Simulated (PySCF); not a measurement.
Compound: C₇H₆NO (doublet state).
Z-matrix (Å and degrees, GFN2-xTB geometry), rows numbered from 1:
```
N 
C   1  1.3045
C   2  1.4330  1  117.75
C   3  1.3715  2  121.22  1   179.90
C   4  1.3909  3  120.45  2     0.04
C   5  1.4053  4  120.27  3     0.02
C   6  1.4732  5  119.31  4   179.96
O   7  1.2028  6  125.11  5     0.06
C   6  1.3784  5  120.11  4    -0.07
H   1  1.0180  2  113.81  3  -179.95
H   3  1.0783  2  116.91  1    -0.04
H   4  1.0800  3  120.03  2  -179.98
H   5  1.0794  4  121.48  3  -179.94
H   7  1.1084  6  113.69  5  -179.87
H   9  1.0824  2  118.69  1     0.07
```

The hyperfine couplings belong to this conformer and change with its torsions.

Identity: `[NH]C1=CC(C=O)=CC=C1` [radical].

Theory: UKS B3LYP, pcH-1 on C H N O, non-relativistic, mean-field spin-orbit, GIAO in PySCF. The structure is a single GFN2-xTB conformer in the gas phase; no vibrational or solvent corrections. The geometry wasn't refined by DFT: couplings that depend on bond lengths, twists or pyramidal angles can differ widely from those at the functional's own minimum. The SCF solution wasn't tested for stability. ⟨S²⟩ is 0.791 where a pure state has 0.75.

(1) Where do the isotropic ENDOR lines of N1, H10, H13, H11, H15 and H12 fall at 3334.7 mT, to first order?

(2) Which pairs are centred on the nuclear Larmor frequency, and which on half the coupling?

(3) At what field would the lower line of H13 fall to zero frequency?

Answers

(1) For S = 1/2 in fast tumbling each set of equivalent nuclei gives two lines, ν± = |νn ± a/2| to first order, with νn = g_N μN B/h and μN/h = 7.62259 MHz/T.

```
nuclei  isotope     g_N  νn (MHz)  a_iso (MHz)  lower line (MHz)  upper line (MHz)
    N1      14N  0.4038     10.26        19.74              0.39             20.13
   H10       1H  5.5857    141.98       -38.15            122.91            161.06
   H13       1H  5.5857    141.98       -22.79            130.59            153.38
   H11       1H  5.5857    141.98       -19.60            132.18            151.78
   H15       1H  5.5857    141.98       -18.71            132.63            151.34
   H12       1H  5.5857    141.98         7.78            138.09            145.87
```

(2) Centred on νn, since |a| < 2νn: N1, H10, H13, H11, H15 and H12. No pair has |a| > 2νn.

(3) Where νn = |a|/2, that is B = 11.40 MHz/(5.5857 × 7.62259 MHz/T) = 268 mT, as far as first order holds there.

The Mulliken spin populations are largest on N1 (+0.59), C5 (+0.35), C3 (+0.30) and C9 (+0.30). Four atoms exceed +0.15. The positive populations add up to 1.57 and the negative ones to -0.57, together 2S = 1.
